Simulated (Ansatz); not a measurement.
Ansatz (a quantum-chemistry and plane-wave program) input (RPA@PBE/cc-pVTZ):

Ansatz 0.2 input:
```yaml
crystal:
  periodic: [false, false, false]
  atoms:
    - {symbol: C, position_ang: [2.93307085, 0.59380902, 0.58962466]}
    - {symbol: C, position_ang: [1.50060242, 0.30234062, 0.85045678]}
    - {symbol: C, position_ang: [0.67211539, 0.18847500, -0.43221942]}
    - {symbol: C, position_ang: [-0.82107137, -0.16243063, -0.26928576]}
    - {symbol: C, position_ang: [-1.54274253, 0.90052832, 0.56897371]}
    - {symbol: C, position_ang: [-0.99159262, -1.53763526, 0.38870776]}
    - {symbol: C, position_ang: [-1.44965570, -0.20197776, -1.66846077]}
    - {symbol: H, position_ang: [3.39855014, 0.29179154, -0.33950828]}
    - {symbol: H, position_ang: [3.56911655, 1.00011484, 1.36400793]}
    - {symbol: H, position_ang: [1.08429960, 1.07280945, 1.50738203]}
    - {symbol: H, position_ang: [1.41497045, -0.63486877, 1.42237305]}
    - {symbol: H, position_ang: [1.13376596, -0.56883666, -1.07520481]}
    - {symbol: H, position_ang: [0.74652205, 1.13527943, -0.97648619]}
    - {symbol: H, position_ang: [-2.61448322, 0.69385264, 0.61003258]}
    - {symbol: H, position_ang: [-1.41021894, 1.89580211, 0.13796866]}
    - {symbol: H, position_ang: [-1.17382516, 0.92596851, 1.59530935]}
    - {symbol: H, position_ang: [-0.46351185, -2.31010070, -0.17552360]}
    - {symbol: H, position_ang: [-0.61192479, -1.54869817, 1.41139380]}
    - {symbol: H, position_ang: [-2.04730924, -1.81528047, 0.42788505]}
    - {symbol: H, position_ang: [-1.35593613, 0.76518093, -2.16767300]}
    - {symbol: H, position_ang: [-0.96237130, -0.95184946, -2.29600410]}
    - {symbol: H, position_ang: [-2.51200250, -0.44982098, -1.61273434]}
basis:
  gaussian:
    orbitals: cc-pVTZ
hamiltonian:
  xc: pbe
magnetization: {spin_polarized: true, initial_magnetization: 1}
correlation: {method: rpa, electrons: outside_noble_gas}
```

End of the output:

```
integrals: 2.28 GiB planned
2350 factors; integrals over basis functions are off by at most 1.3e-3 eV
0.55 GiB of the device are held for the grids
3.47 GiB of device memory are held for the factors and their scratch space
mean field: 4.13 GiB planned
mean field evaluation 1: about -7469.1377 eV, gradient 7.2e1 eV
mean field evaluation 2: about -7469.1179 eV, gradient 7.2e1 eV
mean field evaluation 4: about -7492.6724 eV, gradient 1.9e1 eV
mean field evaluation 8: about -7494.2894 eV, gradient 4.7e-1 eV
mean field evaluation 16: about -7494.2904 eV, gradient 1.8e-4 eV
mean field -7494.29035591 eV, -275.4100907674 hartree, gradient 2.8e-6 eV, S^2 0.753674; 0 other end points of the search recorded, 0 dependent functions left out
7 core orbitals not correlated
reference -7450.39158120 eV, -273.7968405525 hartree; 22, 21 occupied and 391, 392 virtual orbitals, 2350 factors
Total energy: -7506.48709153 eV, -275.8583125341 hartree
```

It need not be the lowest isomer of its formula.
